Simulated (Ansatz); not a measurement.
`C#C[SiH](C)OC` + H₂ → `CO[SiH2]C` + acetylene at 600 K and 1 bar (hydrogenolysis of the Si–C bond).

Isolated molecules relaxed with PBE0-D4/def2-TZVP in Ansatz; ΔE leaves out vibrations. CCSD(T)/CBS is the MP2 limit (def2-TZVPP, def2-QZVPP) plus CCSD(T) − MP2 in def2-TZVPP, frozen cores. This one scheme is used for every species. Each species was taken in one conformer, which may not be the lowest.

```tsv
species	CCSD(T)/CBS energy (Eh)	H − E (kJ/mol)	S (J/(mol·K))
`C#C[SiH](C)OC`	-521.27282	360.0	502.4
H₂	-1.17544	43.9	150.8
`CO[SiH2]C`	-445.20896	312.9	427.3
`C#C`	-77.22717	96.2	235.4
```

H − E and S are ideal-gas, rigid-rotor, harmonic terms from PBE0-D4/def2-TZVP, for one conformer and one mirror image of each species. The MP2-based limit puts H₂ 0.8 mEh under its directly extrapolated value; such offsets cancel only in part. 1 Eh = 2625.50 kJ/mol, R = 8.31446 J/(mol·K).

Question: By hand: ΔE, ΔH, ΔS and ΔG.

Answer: ΔE = (-445.20896) + (-77.22717) − (-521.27282) − (-1.17544) = 0.01213 Eh = 31.8 kJ/mol. Δ(H − E) = 312.9 + 96.2 − 360.0 − 43.9 = 5.2, so ΔH = 37.0 kJ/mol. ΔS = 427.3 + 235.4 − 502.4 − 150.8 = 9.5 J/(mol·K). ΔG = 37.0 − 600 × (9.5)/1000 = 31.3 kJ/mol.

Question: By hand: the equilibrium constant, and the temperature at which ΔG would vanish if ΔH and ΔS stayed fixed.

Answer: log₁₀ K = −ΔG/(RT ln 10) = -2.7. ΔG = 0 at ΔH/ΔS = 3895 K, far beyond where these terms or the molecules hold.

The number of gas molecules stays the same, so ΔS is small and ΔH decides. A doubt of 5 kJ/mol in ΔE shifts log₁₀ K by 0.4 here. Other conformers and mirror images would add mixing entropy, several J/(mol·K) or more a flexible species. These are equilibria of isolated gas molecules and say nothing of rates. Largest T1 diagnostic: 0.013 (customary marks: 0.02 for closed shells, 0.045 for open ones).
